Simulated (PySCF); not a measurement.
Job file and geometry (Å, from GFN2-xTB) of an NMR shielding run on SMILES ClB(Cl)Cl, BCl₃, PySCF 2.14.0, density-fitted response routines, GIAO PBE0/pcSseg-1 NMR shielding, non-relativistic, gas phase; density fitting, a coarse starting grid and PySCF grid level 2 are the driver's defaults:

```
{"job": {"kind": "nmr", "xc": "PBE0", "basis": "pcSseg-1"}, "charge": 0, "multiplicity": 1}
Cl    -0.860156    -1.490724    -0.005648
B      0.002637     0.000938    -0.005675
Cl    -0.858110     1.494534    -0.001225
Cl     1.725863     0.000025    -0.010306
```

Problem. Write the output of this run.

Solution. 
```
coarse grid: 5960 points
cycle   1  E = -1404.9778688163  dE =  5.396e-01  |g| = 3.011e-01  |ddm| = 1.923e+00
cycle   2  E = -1404.9552751776  dE =  2.259e-02  |g| = 4.401e-01  |ddm| = 6.303e-01
cycle   3  E = -1405.0046722142  dE = -4.940e-02  |g| = 2.510e-02  |ddm| = 3.584e-01
cycle   4  E = -1405.0048076595  dE = -1.354e-04  |g| = 1.073e-02  |ddm| = 3.473e-02
cycle   5  E = -1405.0048333320  dE = -2.567e-05  |g| = 6.198e-04  |ddm| = 1.020e-02
cycle   6  E = -1405.0048334127  dE = -8.074e-08  |g| = 3.442e-05  |ddm| = 8.093e-04
final grid: 46448 points
cycle   7  E = -1405.0223839497  dE = -2.168e-05  |g| = 3.941e-03  |ddm| = 1.075e-02
cycle   8  E = -1405.0223840791  dE = -1.294e-07  |g| = 2.526e-03  |ddm| = 4.559e-03
cycle   9  E = -1405.0223852514  dE = -1.172e-06  |g| = 1.098e-03  |ddm| = 2.770e-03
cycle  10  E = -1405.0223855611  dE = -3.097e-07  |g| = 9.023e-05  |ddm| = 9.161e-04
cycle  11  E = -1405.0223855629  dE = -1.786e-09  |g| = 1.457e-05  |ddm| = 1.010e-04
cycle  12  E = -1405.0223855629  dE = -3.774e-11  |g| = 7.094e-06  |ddm| = 2.213e-05
converged SCF energy = -1405.0223855629

GIAO shielding tensors (ppm)
atom      isotropic    diamagn.    paramagn.     s11        s22        s33       span
  0 Cl     664.753    1146.948    -482.195    392.487    783.006    818.767    426.280
  1 B       51.063     190.326    -139.263     37.509     37.606     78.073     40.565
  2 Cl     664.609    1146.944    -482.335    392.164    783.386    818.278    426.114
  3 Cl     664.683    1146.943    -482.260    392.410    782.959    818.680    426.270
```

Size and cost of the density-fitted run: 89 basis functions, 9.1 s wall time on 1 thread of an x86-64 server CPU, shared host.
